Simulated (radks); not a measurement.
Values are calculated unless marked as measured or tabulated.
All-electron atom: Tm in [Xe] 4f13 6s2.

Code: a radial shooting solver on a logarithmic mesh with Libxc functionals. Model: scalar-relativistic Kohn-Sham, BLYP, spin-unpolarised, spherical densities, finite nucleus; Fermi nuclear charge, rms radius 5.2256 fm.

Energy parts (hartree):
part                       energy
total                 -13566.8819
kinetic                14743.5510
electron-nucleus      -33342.0696
Hartree                 5317.6103
exchange-correlation    -285.9736

Orbitals (lengths in bohr, moments of r in powers of bohr):
| orbital | occ. | eigenvalue (hartree) | <r^4> | <r> |
|---|---|---|---|---|
| 1s | 2 | -2178.566 | 8.078e-07 | 0.02001 |
| 2s | 2 | -367.5735 | 0.0001249 | 0.08488 |
| 2p | 6 | -324.6051 | 0.00009537 | 0.07541 |
| 3s | 2 | -82.59759 | 0.004694 | 0.2210 |
| 3p | 6 | -69.58286 | 0.004969 | 0.2203 |
| 3d | 10 | -53.49829 | 0.003886 | 0.1998 |
| 4s | 2 | -16.25721 | 0.1140 | 0.4978 |
| 4p | 6 | -11.97962 | 0.1514 | 0.5284 |
| 4d | 10 | -6.29667 | 0.2360 | 0.5716 |
| 4f | 13 | -0.10577 | 3.921 | 0.8127 |
| 5s | 2 | -1.95297 | 4.402 | 1.230 |
| 5p | 6 | -0.98064 | 10.03 | 1.476 |
| 6s | 2 | -0.13834 | 527.7 | 3.952 |

The highest occupied level is 4f at -2.878 eV. The density falls to 0.001 e/bohr^3 at r = 5.05 bohr.
